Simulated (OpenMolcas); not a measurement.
An OpenMolcas run meant for neutral manganese (ANO-L-VQZP, non-relativistic; inactive shells 1s 2s 2p 3s 3p; intended active space 7 electrons in 6 orbitals (3d 4s)). One step of its input:

```
&RASSCF
FileOrb=start.orb
Symmetry=1
Spin=6
nActEl=7 0 0
Inactive=3 6
Ras2=6 0
CIRoot=6 6 1
SDav=6
CIMx=300
Iter=91 100
PrWF=0.3
OrbListing=Nothing
MaxOrb=0
Atom
Thrs=1.0e-3 5.0e-1 5.0e-1
```

The run finished. Its levels beside those of a sound run (CASSCF), in cm-1 above each run's lowest level:

| Level | This run | Usual run |
| --- | --- | --- |
| 3d5 4s2 6S 5/2 | 0.0 | 0.0 |
| 3d6 4s 6D 9/2 | 9795 | 9705 |
| 3d6 4s 6D 7/2 | 10051 | 9961 |
| 3d6 4s 6D 5/2 | 10251 | 10161 |
| 3d6 4s 6D 3/2 | 10394 | 10304 |
| 3d6 4s 6D 1/2 | 10480 | 10390 |
| 3d6 4s 4D 7/2 | 16421 | 16346 |
| 3d6 4s 4D 5/2 | 16718 | 16643 |
| 3d6 4s 4D 3/2 | 16930 | 16855 |
| 3d6 4s 4D 1/2 | 17057 | 16982 |

Question: Which setting is unsound, and how much does it matter here?

Answer: The convergence thresholds are far too loose, so the orbitals stop early. Against the sound run the excited levels shown move by 83 cm-1 on average and by 90 cm-1 at most.

Without dynamic correlation excited terms often stand tens of per cent too high (terms of higher spin than the ground term too low), and those without a measured partner can miss by more than the paired ones. A single d shell beside an s shell can misplace configurations of different d count against each other. Only configurations of the active space appear.
